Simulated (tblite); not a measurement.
Parent: `[CH3:1][CH2:2][NH:3][C:4](=[O:5])[SiH2:6][NH2:7]` with C1–C2–N3–C4 -118°, C2–N3–C4–O5 -2°, N3–C4–Si6–N7 -28°, C4–Si6–N7–H -57° and 169°, C3H10N2OSi.

Structures optimised with GFN2-xTB, isolated species. One conformer each, not checked by frequencies here.

| coordinate of the parent | value |
| --- | --- |
| C1–C2 | 1.525 Å |
| C2–N3 | 1.446 Å |
| N3–C4 | 1.351 Å |
| C4=O5 | 1.221 Å |
| C4–Si6 | 1.916 Å |
| Si6–N7 | 1.732 Å |
| C1–C2–N3 | 111.7° |
| C2–N3–C4 | 123.9° |
| N3–C4–O5 | 122.2° |
| N3–C4–Si6 | 116.1° |
| O5–C4–Si6 | 121.7° |
| C4–Si6–N7 | 104.6° |

Q: How does the shared frame change in `[CH2:1]=[CH:2][NH:3][C:4](=[O:5])[SiH2:6][NH2:7]` with C1–C2–N3–C4 180°, C2–N3–C4–O5 0°, N3–C4–Si6–N7 -27°, C4–Si6–N7–H -57° and 169°, C3H8N2OSi? Atoms pair as C1 = C1, C2 = C2, N3 = N3, C4 = C4, O5 = O5, Si6 = Si6, N7 = N7 (parent first).

A: 
```json
{"parent": "C1–C2", "relative": "C1=C2", "value in the relative": "1.325 Å", "change": "-0.200"}
{"parent": "C2–N3", "relative": "C2–N3", "value in the relative": "1.383 Å", "change": "-0.063"}
{"parent": "N3–C4", "relative": "N3–C4", "value in the relative": "1.366 Å", "change": "+0.015"}
{"parent": "C4=O5", "relative": "C4=O5", "value in the relative": "1.217 Å", "change": "-0.004"}
{"parent": "C4–Si6", "relative": "C4–Si6", "value in the relative": "1.916 Å", "change": "0.000"}
{"parent": "Si6–N7", "relative": "Si6–N7", "value in the relative": "1.731 Å", "change": "-0.001"}
{"parent": "C1–C2–N3", "relative": "C1–C2–N3", "value in the relative": "124.0°", "change": "+12.3"}
{"parent": "C2–N3–C4", "relative": "C2–N3–C4", "value in the relative": "124.5°", "change": "+0.6"}
{"parent": "N3–C4–O5", "relative": "N3–C4–O5", "value in the relative": "122.0°", "change": "-0.2"}
{"parent": "N3–C4–Si6", "relative": "N3–C4–Si6", "value in the relative": "115.7°", "change": "-0.4"}
{"parent": "O5–C4–Si6", "relative": "O5–C4–Si6", "value in the relative": "122.3°", "change": "+0.6"}
{"parent": "C4–Si6–N7", "relative": "C4–Si6–N7", "value in the relative": "104.0°", "change": "-0.6"}
```

Of the parent's bonds, C1–C2 changes most (-0.200 Å). Point group C1 → C1.

All values are computed, not measured.
